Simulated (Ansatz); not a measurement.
Ansatz results at the PBE0-D4/def2-TZVP geometry: HOMO–LUMO gap (PBE0/def2-TZVPP) 4.93 eV; HOMO energy (B3LYP/def2-TZVPP) -8.33 eV; HOMO energy (ωB97M-V/def2-TZVPP) -10.77 eV.

Problem. Which molecule gave them?
A. `FC(F)(F)C1=CC(C(F)(F)F)=[O+][Ga-]([F])([Cl])[O]1`
B. `[CH3][Al-]1([F])[O]C(C(F)(F)F)=CC(C(F)(F)F)=[O+]1`
C. `C[B-]1(Cl)OC(C(F)(F)F)=CC(C(F)(F)F)=[O+]1`
D. `[CH3][Al-]1([OH])[O]C=CC=[O+]1`

Solution. B. The others give `FC(F)(F)C1=CC(C(F)(F)F)=[O+][Ga-]([F])([Cl])[O]1`: 5.20, -8.84, -11.16; `C[B-]1(Cl)OC(C(F)(F)F)=CC(C(F)(F)F)=[O+]1`: 4.56, -8.10, -10.59; `[CH3][Al-]1([OH])[O]C=CC=[O+]1`: 5.23, -7.30, -9.69.

B3LYP here is the variant with VWN-RPA as its local correlation; programs differ in this.
